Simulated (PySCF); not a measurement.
# Ionising RbPb

UHF-SCS-MP2; basis Rb def2-SVP with ECP28, Pb def2-SVP with ECP60; scalar-relativistic core potentials; PySCF 2.14. Neutral (UHF): quartet (σ ↑, π ↑↑), Re = 3.525 Å, ωe = 89.0 cm⁻¹, De = 0.98 eV.

RbPb⁺ (UHF): triplet (σ ↑, π ↑), Re = 4.206 Å, ωe = 39.7 cm⁻¹. The energies at the minima are -215.77539 hartree for RbPb and -215.60179 for RbPb⁺.

Task: Work out the adiabatic ionisation energy, without and with harmonic zero-point energies (1 hartree = 27.2114 eV, 1 eV = 8065.5 cm⁻¹), and the change of the bond length.

Result: At UHF-SCS-MP2: 0.17360 hartree = 4.724 eV between the minima; the zero-point term (39.7 − 89.0)/2 cm⁻¹ = -0.003 eV makes it 4.721 eV. Re changes by +68.1 pm against the neutral. The electron leaves a π orbital, and the ion is left as a loose complex of an ion and an atom.

Correlated steps freeze 4 core orbitals. Correlated levels converge slowly with the basis: in double zeta they bind strong bonds too weakly, by up to about 1 eV, and carry superposition errors of some tenths. Spin–orbit coupling is left out, which matters for elements this heavy, above all for dissociation energies. States were picked by a PBE0 search and need not be the measured ground states.
